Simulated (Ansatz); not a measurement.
CH5FGeOSi (`F[CH]1O[SiH2][GeH2]1`), relaxed with RKS PBE0-D4/def2-TZVP in the Gaussian-basis code of Ansatz from a PBE-D4/def2-SVP geometry. The force threshold is 0.005 eV/Å; the program also tests the step.

Total charge 0; spin multiplicity 1.

Start:

```xyz
10

F     2.203    0.081   -0.092
C     0.993    0.730   -0.292
O     0.310    0.162   -1.380
Si   -0.873   -0.934   -0.750
Ge   -0.285    0.252    1.238
H     1.216    1.798   -0.506
H    -2.188   -0.709   -1.444
H    -0.487   -2.378   -0.922
H    -1.243    1.400    1.658
H     0.353   -0.401    2.490
```

Task: By how much does the energy fall, and how many steps does the optimiser take? (Estimate.)

Result: Computed: 5.28 kJ/mol, in 9 steps.

Task: Which bonds change most? (An estimate is asked.)

Result: The calculation gave: O3–Si4 from 1.732 to 1.685 Å; Si4–Ge5 from 2.388 to 2.366 Å; C2–H6 from 1.113 to 1.093 Å; Si4–H8 from 1.505 to 1.486 Å.

Task: Give the relaxed structure. (An estimate is asked.)

Result: Ansatz gave: 
```xyz
10

F     2.214    0.150   -0.081
C     0.976    0.719   -0.281
O     0.344    0.087   -1.356
Si   -0.862   -0.924   -0.753
Ge   -0.298    0.237    1.230
H     1.145    1.772   -0.522
H    -2.147   -0.662   -1.450
H    -0.525   -2.364   -0.903
H    -1.204    1.400    1.663
H     0.356   -0.416    2.453
```
